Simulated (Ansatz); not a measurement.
Reaction (ligand exchange at a Ga–O bond): `[OH][Ga]([Cl])[Cl]` + CH₃SH → `C[S][Ga]([Cl])[Cl]` + H₂O

Computed with Ansatz on PBE0-D4/def2-TZVP structures; ΔE is electronic, products minus reactants. CCSD(T)/CBS adds triple-zeta CCSD(T) − MP2 to the extrapolated MP2 energy (def2 sets, frozen cores). This one scheme is used for every species. DFT in def2-TZVPP. HSE06 is defined as in plane-wave codes. For Ga outer-core shells are correlated without core-valence functions, which leaves a few kJ/mol of doubt a bond. Scalar relativity is left out up to krypton. Each species was taken in one conformer, which may not be the lowest.

| level | ΔE (kJ/mol) | difference from CCSD(T)/CBS |
| --- | --- | --- |
| LDA (SPW92) | -39.6 | 1.0 |
| r2SCAN-D4 | -36.7 | 3.9 |
| B97M-V | -34.3 | 6.3 |
| r2SCANh-D4 | -37.7 | 2.9 |
| B2PLYP | -29.5 | 11.1 |
| HSE06 | -37.9 | 2.7 |
| CAM-B3LYP | -24.2 | 16.4 |
| MP2/def2-TZVPP | -36.2 | 4.4 |
| CCSD/def2-TZVPP | -29.9 | 10.7 |
| CCSD/CBS(def2) | -38.1 | 2.5 |
| CCSD(T)/CBS | -40.6 | 0 |

Largest T1 diagnostic among the species: 0.012.

In def2-TZVPP, CCSD(T) changes the Hartree–Fock value by −9.9 kJ/mol (the triples alone add −2.5 kJ/mol) and MP2 by −13.7 kJ/mol. The D4 term adds −10.5 kJ/mol with B3LYP and −5.9 kJ/mol with PBE0; it sums over pairs of atoms, weighted by their polarisabilities, and B3LYP, whose exchange is more repulsive, gets the larger term.

B3LYP here is the variant with VWN-RPA as its local correlation; programs differ in this.
